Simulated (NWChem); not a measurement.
System: SiH2IF; SMILES F[SiH2]I

Here is an NWChem input.

```
start job
memory heap 200 mb stack 900 mb global 1100 mb
geometry units angstroms noautoz
  Si    -0.523177     1.491124     0.000000
  F      0.835419     2.371138     0.000000
  I      0.053389    -0.869419     0.000000
  H     -1.279783     1.798465     1.238742
  H     -1.279783     1.798465    -1.238742
end
basis spherical
  Si library def2-tzvp
  F library def2-tzvp
  I library def2-tzvp
  H library def2-tzvp
end
ecp
  I library def2-ecp
end
dft
  xc n12
  iterations 150
  mulliken
end
task dft energy
```

All runs use the structure optimised with PBE0/def2-SVP. def2 effective core potentials on I; no spin-orbit coupling.

**Question.** What results follow from this input? (N12/def2-TZVP with def2 effective core potentials on I.) Quantities: energy (Ha); highest occupied level (eV); orbital gap (eV); dipole (D).

**Answer.** 
| Item | Result |
|---|---|
| energy (Ha) | -689.11 |
| highest occupied level (eV) | -6.58 |
| orbital gap (eV) | 5.27 |
| dipole (D) | 1.28 |
